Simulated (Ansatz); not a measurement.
One change: `C=[C](F)[SnH2][CH3]` becomes `C=C(F)Br`.

Ansatz, PBE0-D4/def2-TZVP geometries, multiplicity 1. Each molecule was computed in one conformer, which needn't be the lowest.

Elements past krypton have def2 core potentials. Scalar relativity is left out up to krypton.

```tsv
property	`C=[C](F)[SnH2][CH3]`
LUMO energy (PBE/def2-TZVPP) / eV	-1.02
HOMO–LUMO gap (ωB97M-V/def2-TZVPP) / eV	11.35
HOMO–LUMO gap (PBE0/def2-TZVPP) / eV	7.54
HOMO energy (ωB97M-V/def2-TZVPP) / eV	-9.83
HOMO–LUMO gap (PBE/def2-TZVPP) / eV	5.35
HOMO energy (PBE/def2-TZVPP) / eV	-6.36
```

Q: Give the same properties after the change, and the shifts. (Estimate.)

A: Ansatz gave: 
```json
{"property": "LUMO energy (PBE/def2-TZVPP) / eV", "`C=C(F)Br`": "-1.16", "shift": "-0.14"}
{"property": "HOMO–LUMO gap (ωB97M-V/def2-TZVPP) / eV", "`C=C(F)Br`": "11.78", "shift": "0.43"}
{"property": "HOMO–LUMO gap (PBE0/def2-TZVPP) / eV", "`C=C(F)Br`": "7.42", "shift": "-0.12"}
{"property": "HOMO energy (ωB97M-V/def2-TZVPP) / eV", "`C=C(F)Br`": "-9.78", "shift": "0.05"}
{"property": "HOMO–LUMO gap (PBE/def2-TZVPP) / eV", "`C=C(F)Br`": "5.22", "shift": "-0.13"}
{"property": "HOMO energy (PBE/def2-TZVPP) / eV", "`C=C(F)Br`": "-6.38", "shift": "-0.02"}
```

Spin–orbit coupling is left out; it splits and shifts lone-pair levels of the heavy atoms by tenths of an eV.
